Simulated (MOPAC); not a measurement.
A run for MOPAC: PM6 on CH6GaN (SMILES C[NH][GaH2]), a point of a torsion scan.

```
PM6 1SCF PRECISE CHARGE=0 THREADS=1
CH6GaN

C     -1.19401063 1     0.33627507 1     0.18332411 1
N     -0.23201900 1    -0.75328103 1     0.01735392 1
Ga     0.03732945 1    -1.71834674 1    -1.49559308 1
H     -1.95256605 1     0.24834794 1    -0.59933917 1
H     -0.72425108 1     1.32291241 1     0.10882633 1
H     -1.70070140 1     0.26632310 1     1.15111477 1
H      0.43579494 1    -0.76111623 1     0.78271191 1
H      1.21321001 1    -2.72821155 1    -1.52836310 1
H     -0.96892736 1    -1.55088657 1    -2.66497259 1
```

It printed:

```
*******************************************************************************
 **                                                                           **
 **                              MOPAC v23.2.5                                **
 **                                                                           **
 *******************************************************************************
 ** MOPAC's Digital Object Identifier: https://doi.org/10.5281/zenodo.6511958 **
 **                                                                           **
 ** Please cite the open-source release paper for use of this MOPAC version:  **
 ** J. E. Moussa and J. J. P. Stewart (2026)                                  **
 ** MOPAC: An open-source semiempirical molecular orbital program             **
 ** J. Open Source Softw., 11(119), 8025, https://doi.org/10.21105/joss.08025 **
 *******************************************************************************

                              PM6 CALCULATION RESULTS

 *******************************************************************************
 *  PM6        - The PM6 Hamiltonian to be used
 *
 *
 *
 *                 CHARGE ON SYSTEM = 0
 *
 *
 *
 *  PRECISE    - TIGHTER CRITERIA TO BE USED
 *  1SCF       - DO 1 SCF AND THEN STOP
 *  THREADS=1  - MULTI-THREADING NOT USED
 *  T=         - A TIME OF 172800.0 SECONDS REQUESTED
 *  DUMP=N     - RESTART FILE WRITTEN EVERY 7200.0 SECONDS REQUESTED
 *******************************************************************************
PM6 1SCF PRECISE CHARGE=0 THREADS=1
 CH6GaN

   ATOM   CHEMICAL          X               Y               Z
  NUMBER   SYMBOL      (ANGSTROMS)     (ANGSTROMS)     (ANGSTROMS)

     1       C         -1.19401063  *   0.33627507  *   0.18332411  *
     2       N         -0.23201900  *  -0.75328103  *   0.01735392  *
     3      Ga          0.03732945  *  -1.71834674  *  -1.49559308  *
     4       H         -1.95256605  *   0.24834794  *  -0.59933917  *
     5       H         -0.72425108  *   1.32291241  *   0.10882633  *
     6       H         -1.70070140  *   0.26632310  *   1.15111477  *
     7       H          0.43579494  *  -0.76111623  *   0.78271191  *
     8       H          1.21321001  *  -2.72821155  *  -1.52836310  *
     9       H         -0.96892736  *  -1.55088657  *  -2.66497259  *



          CARTESIAN COORDINATES

    NO.       ATOM           X           Y           Z

     1         C         -1.1940      0.3363      0.1833
     2         N         -0.2320     -0.7533      0.0174
     3        Ga          0.0373     -1.7183     -1.4956
     4         H         -1.9526      0.2483     -0.5993
     5         H         -0.7243      1.3229      0.1088
     6         H         -1.7007      0.2663      1.1511
     7         H          0.4358     -0.7611      0.7827
     8         H          1.2132     -2.7282     -1.5284
     9         H         -0.9689     -1.5509     -2.6650

 General Reference for PM6:
 "Optimization of Parameters for Semiempirical Methods V: Modification of NDDO Approximations
 and Application to 70 Elements", J. J. P. Stewart, J. Mol. Mod., 13, 1173-1213 (2007)
 URL: https://link.springer.com/article/10.1007/s00894-007-0233-4

           Empirical Formula: C H6 N Ga  =     9 atoms



      MOLECULAR POINT GROUP   :   C1


      RHF CALCULATION, NO. OF DOUBLY OCCUPIED LEVELS = 9


 -------------------------------------------------------------------------------
 PM6 1SCF PRECISE CHARGE=0 THREADS=1
 CH6GaN



     1SCF WAS SPECIFIED, SO BFGS WAS NOT USED
     SCF FIELD WAS ACHIEVED


                              PM6 CALCULATION
                                                       MOPAC v23.2.5 Linux




          FINAL HEAT OF FORMATION =          9.63152 KCAL/MOL =      40.29827 KJ/MOL


          COSMO AREA              =        104.91 SQUARE ANGSTROMS
          COSMO VOLUME            =         87.64 CUBIC ANGSTROMS

          IONIZATION POTENTIAL    =          9.388095 EV
          HOMO LUMO ENERGIES (EV) =         -9.388  0.250
          NO. OF FILLED LEVELS    =          9
          MOLECULAR WEIGHT        =        101.8001         POINT GROUP:  C1

          MOLECULAR DIMENSIONS (Angstroms)

            Atom       Atom       Distance
            H     8    H     6     4.96364
            H     9    H     7     3.49206
            H     6    H     5     1.69554


          SCF CALCULATIONS        =          1





   ATOM   CHEMICAL          X               Y               Z
  NUMBER   SYMBOL      (ANGSTROMS)     (ANGSTROMS)     (ANGSTROMS)

     1       C         -1.19401063  *   0.33627507  *   0.18332411  *
     2       N         -0.23201900  *  -0.75328103  *   0.01735392  *
     3      Ga          0.03732945  *  -1.71834674  *  -1.49559308  *
     4       H         -1.95256605  *   0.24834794  *  -0.59933917  *
     5       H         -0.72425108  *   1.32291241  *   0.10882633  *
     6       H         -1.70070140  *   0.26632310  *   1.15111477  *
     7       H          0.43579494  *  -0.76111623  *   0.78271191  *
     8       H          1.21321001  *  -2.72821155  *  -1.52836310  *
     9       H         -0.96892736  *  -1.55088657  *  -2.66497259  *

                             CARTESIAN COORDINATES

   1    C       -1.194010630     0.336275070     0.183324110
   2    N       -0.232019000    -0.753281030     0.017353920
   3   Ga        0.037329450    -1.718346740    -1.495593080
   4    H       -1.952566050     0.248347940    -0.599339170
   5    H       -0.724251080     1.322912410     0.108826330
   6    H       -1.700701400     0.266323100     1.151114770
   7    H        0.435794940    -0.761116230     0.782711910
   8    H        1.213210010    -2.728211550    -1.528363100
   9    H       -0.968927360    -1.550886570    -2.664972590


           Empirical Formula: C H6 N Ga  =     9 atoms



      MOLECULAR POINT GROUP   :   C1


                  EIGENVALUES
 -30.39165 -23.73276 -18.52080 -16.36206 -14.89929 -14.25429 -12.35329 -11.73804
  -9.38810   0.24966   1.56572   3.93717   4.55355   4.97696   5.33020   5.37829
   6.11914   6.66783


              NET ATOMIC CHARGES AND DIPOLE CONTRIBUTIONS

  ATOM NO.   TYPE          CHARGE      No. of ELECS.   s-Pop       p-Pop
    1          C          -0.312726        4.3127     1.08208     3.23064
    2          N          -0.326821        5.3268     1.47121     3.85561
    3         Ga          -0.342747        3.3427     1.28627     2.05648
    4          H           0.159182        0.8408     0.84082
    5          H           0.139312        0.8607     0.86069
    6          H           0.143928        0.8561     0.85607
    7          H           0.226604        0.7734     0.77340
    8          H           0.159668        0.8403     0.84033
    9          H           0.153601        0.8464     0.84640
 DIPOLE           X         Y         Z       TOTAL
 POINT-CHG.    -0.367     0.701     0.284     0.840
 HYBRID         0.113     0.582     0.822     1.014
 SUM           -0.254     1.283     1.106     1.713


          ATOMIC ORBITAL ELECTRON POPULATIONS

     Atom    s        px        py        pz
    1  C   1.08208   1.05328   1.01295   1.16442
    2  N   1.47121   1.28839   1.32847   1.23876
    3 Ga   1.28627   0.78069   0.59692   0.67887
    4  H   0.84082
    5  H   0.86069
    6  H   0.85607
    7  H   0.77340
    8  H   0.84033
    9  H   0.84640

 **********************
 *                    *
 * JOB ENDED NORMALLY *
 *                    *
 **********************




 == MOPAC DONE ==
```

The run finished.

Cost: about 0.020 core-seconds (a rough figure).
